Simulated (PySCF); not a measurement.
The same groups moved round the core (norbornane formyl+boryl). Isolated molecules, 0 K electronic values unless said otherwise. One relaxed conformer stands for each flexible species; it need not be the lowest. Strings in code marks are SMILES.

The vertical ionisation energy (Delta-SCF) from two functionals at the same geometries (PBE0-D4/def2-SVP), both in PySCF: PBE-D3(BJ)/def2-TZVP and PBE0-D4/def2-TZVP. Delta-SCF ions had no search for a lower state. 

```
species                                 PBE-D3(BJ)/def2-TZVP (eV)
--------------------------------------  -------------------------
`B[C@@]1(C=O)C[C@@H]2CC[C@H]1C2`                             8.78
`C(=O)[C@H]1C[C@@]2(B)C[C@@H]1CC2`                           8.87
`C([C@]12CC[C@](C2)(B)CC1)=O`                                8.90
`B[C@@]12CC[C@@H](C[C@@H]1C=O)C2`                            8.92
`B[C@@H]1[C@@H]2CC[C@H]1[C@@H](C=O)C2`                       8.84
`O=C[C@H]1[C@H]2C[C@H](C[C@H]2B)C1`                          8.80
```

Q: What does PBE0-D4/def2-TZVP give for each?

A: 
- `B[C@@]1(C=O)C[C@@H]2CC[C@H]1C2`: 9.23
- `C(=O)[C@H]1C[C@@]2(B)C[C@@H]1CC2`: 9.41
- `C([C@]12CC[C@](C2)(B)CC1)=O`: 9.37
- `B[C@@]12CC[C@@H](C[C@@H]1C=O)C2`: 9.41
- `B[C@@H]1[C@@H]2CC[C@H]1[C@@H](C=O)C2`: 9.37
- `O=C[C@H]1[C@H]2C[C@H](C[C@H]2B)C1`: 9.36
Over these rows, drawn at random from the members with no instability flagged (it was tested for open shells, ions and some series alone), PBE minus PBE0-D4: mean -0.51 eV, from -0.56 eV to -0.45 eV.
